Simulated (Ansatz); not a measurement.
`Cl[SiH2][O][GeH2][Cl]`, relaxed with RKS PBE0-D4/def2-TZVP in Ansatz 0.2.0 from a PBE-D4/def2-SVP geometry. The force threshold is 0.005 eV/Å; the program also tests the step.

Total charge 0; spin multiplicity 1.

Start:

```xyz
9

Cl   -1.462    2.072    0.010
Si   -0.960    0.413    1.170
O    -0.334   -0.786    0.193
Ge    0.856   -0.724   -1.148
Cl    2.505    0.545   -0.513
H     0.031    0.863    2.197
H    -2.209   -0.130    1.789
H     0.204   -0.084   -2.392
H     1.369   -2.170   -1.307
```

(1) How much energy does the relaxation release, and in how many steps? (An estimate is asked.)

(2) Which bonds change most? (Best estimate.)

(3) Give the relaxed structure. (Estimate.)

## Answers

(1) Computed: 6.28 kJ/mol, in 7 steps.

(2) Computed: Si2–O3 from 1.669 to 1.626 Å; Ge4–Cl5 from 2.176 to 2.146 Å; Cl1–Si2 from 2.085 to 2.057 Å; O3–Ge4 from 1.794 to 1.766 Å.

(3) Ansatz gave: 
```xyz
9

Cl   -1.485    2.056    0.045
Si   -0.957    0.409    1.157
O    -0.306   -0.728    0.194
Ge    0.856   -0.720   -1.136
Cl    2.513    0.505   -0.539
H     0.007    0.870    2.178
H    -2.185   -0.149    1.758
H     0.215   -0.083   -2.370
H     1.342   -2.160   -1.287
```
